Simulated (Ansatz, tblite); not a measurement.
Cost and result up the ladder for Ag₄⁻ (the lowest doublet isomer of a short search) (4 atoms). The state is a doublet with charge -1. Geometry: r2SCAN-D4/def2-SVPD.

```xyz
4

Ag   -1.1426   -0.2399    0.7281
Ag   -1.0476   -0.7978   -1.9070
Ag    1.1440    0.2355   -0.7270
Ag    1.0463    0.8022    1.9059
```

Ansatz on 4 threads of Arm Neoverse V1 on a shared host; xTB runs through tblite on one thread. Times are rough, summed over both states, and most runs start from the orbitals of an earlier one. RPA@PBE/def2-TZVPD serves as the yardstick here, not as an exact answer. The other state is a quartet at its own geometry, which has other bonds, so the gap mixes isomer and spin.

In the def2 sets Ag takes a core potential; there is no spin–orbit coupling. The xTB rows come from tblite. Correlated methods freeze no core orbitals; core or outer-core shells of Ag are correlated, in sets that lack core-valence functions. The structure comes from a short search, and lower isomers may exist.

Run but left out: HF/def2-TZVPD, MP2/def2-TZVPD (doublet: ⟨S²⟩ 1.15, where a pure state has 0.75).

Correlated methods converge slowly with the basis.

xTB has no spin-polarisation term.

```
                             level  functions  wall time
                          GFN1-xTB         36    0.008 s
                          GFN2-xTB         36    0.016 s
                 PBE-D4/def2-TZVPD        160      6.5 s
                BLYP-D4/def2-TZVPD        160      7.1 s
           CAM-B3LYP-D4/def2-TZVPD        160       13 s
                PBE0-D4/def2-TZVPD        160       15 s
                RPA@PBE/def2-TZVPD        160       18 s
               BHLYP-D4/def2-TZVPD        160       19 s
r2SCAN-D4/def2-TZVPD (with forces)        160       20 s
             r2SCANh-D4/def2-TZVPD        160       21 s
```

(1) Estimate what each level gives for the quartet − doublet (eV).

Answers

(1) 
```json
{"level": "GFN1-xTB", "quartet − doublet (eV)": "0.58", "difference from RPA@PBE/def2-TZVPD (eV)": "0.06", "remarks": "–"}
{"level": "GFN2-xTB", "quartet − doublet (eV)": "0.94", "difference from RPA@PBE/def2-TZVPD (eV)": "0.42", "remarks": "–"}
{"level": "PBE-D4/def2-TZVPD", "quartet − doublet (eV)": "0.74", "difference from RPA@PBE/def2-TZVPD (eV)": "0.22", "remarks": "HOMO above zero (doublet), HOMO above zero (quartet)"}
{"level": "BLYP-D4/def2-TZVPD", "quartet − doublet (eV)": "0.90", "difference from RPA@PBE/def2-TZVPD (eV)": "0.38", "remarks": "HOMO above zero (doublet), HOMO above zero (quartet)"}
{"level": "CAM-B3LYP-D4/def2-TZVPD", "quartet − doublet (eV)": "0.67", "difference from RPA@PBE/def2-TZVPD (eV)": "0.15", "remarks": "–"}
{"level": "PBE0-D4/def2-TZVPD", "quartet − doublet (eV)": "0.60", "difference from RPA@PBE/def2-TZVPD (eV)": "0.08", "remarks": "–"}
{"level": "RPA@PBE/def2-TZVPD", "quartet − doublet (eV)": "0.52", "difference from RPA@PBE/def2-TZVPD (eV)": "0.00", "remarks": "–"}
{"level": "BHLYP-D4/def2-TZVPD", "quartet − doublet (eV)": "0.62", "difference from RPA@PBE/def2-TZVPD (eV)": "0.10", "remarks": "–"}
{"level": "r2SCAN-D4/def2-TZVPD (with forces)", "quartet − doublet (eV)": "0.53", "difference from RPA@PBE/def2-TZVPD (eV)": "0.01", "remarks": "HOMO above zero (doublet)"}
{"level": "r2SCANh-D4/def2-TZVPD", "quartet − doublet (eV)": "0.50", "difference from RPA@PBE/def2-TZVPD (eV)": "-0.02", "remarks": "–"}
```
